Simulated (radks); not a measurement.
Species: the zinc ion Zn2+. Configuration: [Ar] 3d8 4s2 (not the ground configuration).

All-electron calculation, Dirac Kohn-Sham, PBEsol, spin-unpolarised, spherical densities, point nucleus; open shells are shared between the two j in proportion to 2j + 1. Program: a radial shooting solver on a logarithmic mesh with Libxc functionals.

Energy parts (hartree):
total: -1792.68820
kinetic: 1825.99642
electron-nucleus: -4289.35718
Hartree: 739.49546
exchange-correlation: -68.82290

Orbitals (lengths in bohr, moments of r in powers of bohr; r(max) is where P^2 peaks):
| orbital | occ. | eigenvalue (hartree) | <r^4> | r(max) |
|---|---|---|---|---|
| 1s1/2 | 2 | -351.0841 | 0.00002990 | 0.03293 |
| 2s1/2 | 2 | -43.99366 | 0.006341 | 0.1895 |
| 2p1/2 | 2 | -38.92555 | 0.004522 | 0.1503 |
| 2p3/2 | 4 | -38.05003 | 0.004789 | 0.1531 |
| 3s1/2 | 2 | -6.12248 | 0.4402 | 0.5859 |
| 3p1/2 | 2 | -4.50896 | 0.5513 | 0.5831 |
| 3p3/2 | 4 | -4.39205 | 0.5835 | 0.5910 |
| 3d3/2 | 3.2 | -1.69739 | 1.469 | 0.5488 |
| 3d5/2 | 4.8 | -1.68195 | 1.503 | 0.5514 |
| 4s1/2 | 2 | -1.02097 | 34.45 | 1.773 |

The highest occupied level is 4s1/2 at -27.782 eV. Summed over all electrons, <r^2> = 20.72 bohr^2, which gives a Langevin (diamagnetic) susceptibility term of -16.4 x 10^-6 cm^3/mol.
